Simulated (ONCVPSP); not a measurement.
**Transferability test, ONCV potential for iron**

```
Element                 : iron (Fe)
Generator               : ONCVPSP 4.0.1
Type                    : optimised norm-conserving Vanderbilt (ONCV)
Functional              : PBEsol
Relativity              : scalar-relativistic
Frozen core             : [Ne]
Valence charge          : 16
Reference configuration : 3s2 3p6 3d6 4s1.5 (charge +0.5)
Partial waves           : 3s+4s: rc 1.60 bohr, ncon 3, nbas 7, qcut 8.8 1/bohr, 2 projectors; 3p: rc 1.00 bohr, ncon 5, nbas 9, qcut 15 1/bohr, 3 projectors, debl 1.7 Ha; 3d: rc 1.45 bohr, ncon 4, nbas 9, qcut 9.5 1/bohr, 3 projectors, debl 1.6 Ha
Local potential         : polynomial inside 0.95 bohr (lpopt 5, dvloc0 0 Ha)
Core correction         : none
```

In the p channel the program set the typed energies aside and used -2.352, 0.250, 1.950 Ha.

Energies are relative to the spin-unpolarised reference configuration 3s2 3p6 3d6 4s1.5; without spin polarisation the order of configurations can differ from experiment.

```
valence configuration  charge  ΔE all-electron (eV)  error AE − PS (meV)
      3s2 3p6 3d6 4s2       0                -3.494                 +0.6
      3s2 3p6 3d6 4s1      +1                 5.251                 -0.1
      3s2 3p6 3d6 4s0      +2                21.367                 +2.5
  3s2 3p6 3d6 4s1 4p1       0                 0.640                 -0.1
```
